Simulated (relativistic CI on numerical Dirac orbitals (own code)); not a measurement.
## Re5+ (5d2) in a crystal field

Calculated by Dirac-Coulomb-Breit CI, orbitals from a KLI potential per configuration, model QED, valence Slater integrals scaled by 0.7, one configuration in a parametric crystal field (own radial code).

Field parameters in Wybourne normalisation: D3d B²₀ = −7Dσ, B⁴₀ = −14Dq − 21Dτ, B⁴₃ = −14√(10/7) Dq; D4h B²₀ = −7Ds, B⁴₀ = 21(Dq − Dt), B⁴₄ = 21√(5/14) Dq; Oh B⁴₀ = 21Dq, B⁴₄ = √(5/14) B⁴₀. The field is a parameter set, without covalency.

S and J are read from ⟨S²⟩ = S(S + 1) and ⟨J²⟩ = J(J + 1) of each level; they are not fictitious spins.

D4h, 10Dq = 16800, Ds = -200, Dt = 750 cm⁻¹, the lowest 16 levels:

| E (cm⁻¹) | Degeneracy | Irrep | S | J |
| --- | --- | --- | --- | --- |
| 0.0 | 1 | B1 | 0.97 | 2.20 |
| 1072 | 1 | B2 | 0.95 | 2.46 |
| 1382 | 1 | A1 | 0.90 | 2.38 |
| 1629 | 2 | E | 0.93 | 2.41 |
| 6944 | 1 | A2 | 0.99 | 3.26 |
| 9309 | 2 | E | 0.97 | 3.14 |
| 10302 | 1 | A1 | 0.94 | 3.19 |
| 11652 | 2 | E | 0.77 | 3.23 |
| 12721 | 1 | A1 | 0.35 | 2.98 |
| 14300 | 1 | B2 | 0.70 | 2.90 |
| 14497 | 1 | B1 | 0.99 | 3.32 |
| 16766 | 2 | E | 0.67 | 3.14 |
| 17837 | 1 | B1 | 0.34 | 2.83 |
| 20495 | 1 | B1 | 0.98 | 3.47 |
| 20558 | 1 | A2 | 0.96 | 3.18 |
| 20652 | 2 | E | 0.94 | 3.24 |

Oh, 10Dq = 43200 cm⁻¹, the lowest 16 levels:

```csv
E (cm⁻¹),Degeneracy,Irrep,S,J
0.0,2,E,0.96,2.57
291,3,T2,0.96,2.64
5481,3,T1,1.00,3.27
6353,1,A1,0.95,3.42
12700,3,T2,0.14,3.22
13064,2,E,0.14,3.16
25820,1,A1,0.18,2.85
43539,1,A2,1.00,3.00
44410,3,T2,0.99,2.97
45854,3,T1,0.98,3.33
45978,2,E,0.99,3.33
50972,1,A1,0.97,1.65
51895,3,T1,0.96,2.03
52412,3,T2,0.69,2.70
55312,2,E,0.99,2.55
57972,3,T2,0.56,2.67
```

D3d, 10Dq = 26600, Dσ = -70, Dτ = -450 cm⁻¹, the lowest 10 levels:

```csv
E (cm⁻¹),Degeneracy,Irrep,S,J
0.0,1,A1,0.97,2.62
39.9,2,E,0.97,2.55
2296,2,E,0.91,2.54
7061,2,E,0.99,3.22
8074,1,A2,1.00,3.22
8461,1,A1,0.94,3.34
12241,2,E,0.29,3.13
15072,1,A1,0.23,3.22
15373,2,E,0.18,3.12
26629,1,A1,0.39,2.92
```

The free-ion ground term has S = 1. Every field shown keeps that spin.

Levels of this model without a field, named by their leading LS term (the scale mimics covalency, so terms lie below those of the real free ion): 3F_2 0, 3F_3 7628, 3P_0 12293, 3F_4 13493, 1D_2 15057, 3P_1 16904, 1G_4 23649, 3P_2 25318 cm⁻¹.
